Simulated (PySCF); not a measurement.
PySCF job for C2H4NO, SMILES [NH]C(C)=O (connectivity only; charge and spin as stated), charge -1, multiplicity 1, PBE0-D3(BJ)/def2-SVPD. Geometry optimised at PBE0-D3(BJ)/def2-SVPD. The spin state was assumed, not searched. The isomer is the one that the SMILES or the coordinates give; other isomers of the formula were not compared. Other conformers were not sampled.

```python
import numpy as np
from pyscf import gto, scf, dft, df
from pyscf.hessian import thermo

mol = gto.M(
    atom='''
    C    -0.20301282    1.35397718   -0.00000000
    C     0.03351406   -0.16141692    0.00000000
    N    -1.06358912   -0.88736209    0.00000000
    O     1.24229568   -0.53432914    0.00000000
    H     0.27900655    1.79956133   -0.88518471
    H    -1.27463787    1.59695641   -0.00000000
    H     0.27900655    1.79956133    0.88518471
    H    -0.75962432   -1.86527297    0.00000000
    ''',
    basis='def2-SVPD',
    charge=-1,
    spin=0,
    max_memory=1600,
    verbose=3,
)
mf = dft.RKS(mol, xc='pbe0').density_fit(auxbasis='def2-universal-jkfit')
mf.disp = 'd3bj'
mf.grids.level = 3
mf.conv_tol = 1e-11
mf.max_cycle = 100
mf.kernel()

# [left out here: the lines that compute and print the analytic Hessian (its translational invariance restored by hand, since the grid's response is missing), thermochemistry and intensities]
```

Output:

```
converged SCF energy = -208.255249287138

WARN: DFTD3 does not support analytical Hessian, using finite difference


WARN: Mole.unit (angstrom) is changed to Bohr

Mode                                 0                   1                   2
Irrep
Freq [cm^-1]                      120.9332            432.2369            563.1516
Reduced mass [au]                   1.0759              2.7384              1.7861
Force const [Dyne/A]                0.0093              0.3014              0.3337
Char temp [K]                     173.9959            621.8927            810.2498
Normal mode                   x     y     z       x     y     z       x     y     z
       0   C                -0.00 -0.00  0.00   -0.11 -0.01 -0.00   -0.00 -0.00  0.01
       1   C                 0.00  0.00  0.02    0.09  0.01 -0.00    0.00 -0.00  0.18
       2   N                -0.00  0.00 -0.05    0.01  0.12  0.00   -0.00  0.00 -0.03
       3   O                 0.00 -0.00  0.04    0.05 -0.11 -0.00    0.00  0.00 -0.06
       4   H                -0.47 -0.10 -0.31   -0.25  0.13 -0.01    0.08 -0.34 -0.12
       5   H                -0.00 -0.00  0.51   -0.18 -0.33 -0.00    0.00 -0.00 -0.23
       6   H                 0.47  0.10 -0.31   -0.25  0.13  0.01   -0.08  0.34 -0.12
       7   H                -0.00  0.00 -0.10   -0.12  0.08  0.00   -0.00 -0.00 -0.44
Mode                                 3                   4                   5
Irrep
Freq [cm^-1]                      587.6333            843.6864            870.4526
Reduced mass [au]                   3.7533              1.3779              2.9028
Force const [Dyne/A]                0.7636              0.5779              1.2958
Char temp [K]                     845.4735           1213.8769           1252.3874
Normal mode                   x     y     z       x     y     z       x     y     z
       0   C                -0.01  0.14  0.00   -0.00  0.00 -0.02    0.02 -0.15 -0.00
       1   C                -0.02  0.07  0.00    0.00 -0.00 -0.09   -0.02  0.11 -0.00
       2   N                 0.09 -0.08 -0.00   -0.00 -0.00  0.10    0.07  0.06  0.00
       3   O                -0.08 -0.12 -0.00    0.00 -0.00  0.04   -0.09  0.01  0.00
       4   H                -0.04  0.16 -0.00   -0.01  0.09  0.02    0.03 -0.19 -0.01
       5   H                -0.02  0.12  0.00   -0.00  0.00  0.01    0.01 -0.26 -0.00
       6   H                -0.04  0.16  0.00    0.01 -0.09  0.02    0.03 -0.19  0.01
       7   H                 0.37  0.01 -0.00   -0.00 -0.00 -0.83    0.35  0.15 -0.00
Mode                                 6                   7                   8
Irrep
Freq [cm^-1]                      987.2005           1032.5941           1209.2488
Reduced mass [au]                   1.4947              1.7781              1.8240
Force const [Dyne/A]                0.8582              1.1171              1.5714
Char temp [K]                    1420.3617           1485.6729           1739.8398
Normal mode                   x     y     z       x     y     z       x     y     z
       0   C                 0.14  0.02 -0.00   -0.00  0.00 -0.12    0.01  0.01 -0.00
       1   C                -0.01 -0.00  0.00   -0.00 -0.00  0.15    0.02 -0.02 -0.00
       2   N                -0.05 -0.05 -0.00    0.00  0.00 -0.02    0.14  0.00 -0.00
       3   O                -0.03  0.04 -0.00    0.00 -0.00 -0.03   -0.11  0.02 -0.00
       4   H                -0.21  0.28 -0.06   -0.00  0.46  0.12    0.00 -0.01 -0.01
       5   H                -0.01 -0.62  0.00   -0.00  0.00  0.24   -0.00 -0.06 -0.00
       6   H                -0.21  0.28  0.06    0.00 -0.46  0.12    0.00 -0.01  0.01
       7   H                 0.02 -0.03 -0.00   -0.00 -0.00 -0.11   -0.68 -0.22  0.00
Mode                                 9                  10                  11
Irrep
Freq [cm^-1]                     1301.7478           1420.0529           1444.1044
Reduced mass [au]                   1.3105              1.5308              1.0492
Force const [Dyne/A]                1.3084              1.8188              1.2891
Char temp [K]                    1872.9252           2043.1399           2077.7447
Normal mode                   x     y     z       x     y     z       x     y     z
       0   C                -0.02  0.13  0.00    0.04  0.04  0.00    0.00 -0.00  0.06
       1   C                -0.00  0.04 -0.00    0.00 -0.14  0.00   -0.00  0.00  0.02
       2   N                -0.02 -0.03  0.00    0.03  0.06 -0.00   -0.00 -0.00 -0.00
       3   O                 0.03 -0.01 -0.00   -0.03  0.02  0.00    0.00 -0.00 -0.00
       4   H                 0.17 -0.44 -0.16   -0.34 -0.20 -0.32   -0.39  0.24 -0.06
       5   H                -0.14 -0.47 -0.00    0.06  0.18 -0.00    0.00  0.00 -0.72
       6   H                 0.17 -0.44  0.16   -0.34 -0.20  0.32    0.39 -0.24 -0.06
       7   H                -0.06 -0.04  0.00    0.23  0.11 -0.00   -0.00 -0.00 -0.00
Mode                                12                  13                  14
Irrep
Freq [cm^-1]                     1446.8573           1660.5563           3025.2112
Reduced mass [au]                   1.9039              9.4664              1.0348
Force const [Dyne/A]                2.3482             15.3795              5.5795
Char temp [K]                    2081.7055           2389.1708           4352.6054
Normal mode                   x     y     z       x     y     z       x     y     z
       0   C                 0.04 -0.04 -0.00   -0.01 -0.01 -0.00   -0.00 -0.05  0.00
       1   C                -0.03  0.16 -0.00    0.24  0.04  0.00   -0.00  0.00  0.00
       2   N                -0.02 -0.06  0.00   -0.09 -0.05 -0.00    0.00 -0.00  0.00
       3   O                 0.06 -0.04  0.00   -0.09  0.02  0.00    0.00 -0.00 -0.00
       4   H                -0.32 -0.11 -0.22   -0.02 -0.06 -0.04    0.27  0.23 -0.49
       5   H                 0.10  0.26  0.00    0.02  0.11  0.00   -0.47  0.09 -0.00
       6   H                -0.32 -0.11  0.22   -0.02 -0.06  0.04    0.26  0.23  0.49
       7   H                -0.27 -0.12 -0.00    0.06 -0.03  0.00   -0.00  0.00  0.00
Mode                                15                  16                  17
Irrep
Freq [cm^-1]                     3106.1141           3137.3268           3465.4100
Reduced mass [au]                   1.1013              1.1046              1.0711
Force const [Dyne/A]                6.2602              6.4058              7.5785
Char temp [K]                    4469.0067           4513.9147           4985.9534
Normal mode                   x     y     z       x     y     z       x     y     z
       0   C                -0.00 -0.00 -0.09    0.09  0.01 -0.00    0.00 -0.00  0.00
       1   C                -0.00  0.00 -0.00    0.00  0.00 -0.00   -0.01  0.00 -0.00
       2   N                 0.00 -0.00 -0.00   -0.00  0.00  0.00   -0.01  0.07 -0.00
       3   O                 0.00 -0.00  0.00   -0.00 -0.00 -0.00    0.00 -0.00 -0.00
       4   H                -0.30 -0.27  0.53   -0.13 -0.13  0.27    0.00  0.00 -0.00
       5   H                 0.00 -0.00 -0.02   -0.81  0.18 -0.00    0.00 -0.00 -0.00
       6   H                 0.30  0.27  0.53   -0.13 -0.13 -0.27    0.00  0.00  0.00
       7   H                 0.00  0.00  0.00   -0.00 -0.00  0.00    0.25 -0.93  0.00
temperature 298.1500 [K]
pressure 101325.00 [Pa]
Rotational constants [GHz] 11.24270 9.72993 5.39168
Symmetry number 1
Zero-point energy (ZPE) 0.06072 [Eh]   159429.422 [J/mol]
                           tot       elec      trans        rot        vib
Entropy [J/mol/K]       282.289      0.000    159.399     99.640     23.250
Cv [J/mol/K]             58.528      0.000     12.472     12.472     33.585
Cp [J/mol/K]             66.843      0.000     20.786     12.472     33.585
Internal energy [J/mol]                      3718.434   3718.434 163551.704
Internal energy [Eh]   -208.19012  -208.25525
Enthalpy [J/mol]                             6197.391   3718.434 163551.704
Enthalpy [Eh]          -208.18918
Gibbs free energy [J/mol]                  -41327.512 -25989.219 156619.733
Gibbs free energy [Eh] -208.22124
mode   freq/cm-1   IR/(km/mol)
   1      120.93         0.149
   2      432.24         5.747
   3      563.15         3.515
   4      587.63        34.506
   5      843.69        62.711
   6      870.45        19.618
   7      987.20        11.188
   8     1032.59         0.021
   9     1209.25        43.354
  10     1301.75         1.390
  11     1420.05        59.934
  12     1444.10         3.630
  13     1446.86       106.563
  14     1660.56       621.199
  15     3025.21        56.176
  16     3106.11        44.929
  17     3137.33        46.738
  18     3465.41        33.904
max |gradient| / (hartree/bohr): 2.5366806546880526e-05
APT charges: [-0.021   1.0164 -0.8603 -1.0531 -0.0463 -0.0372 -0.0463  0.0478]
```

The run converged.
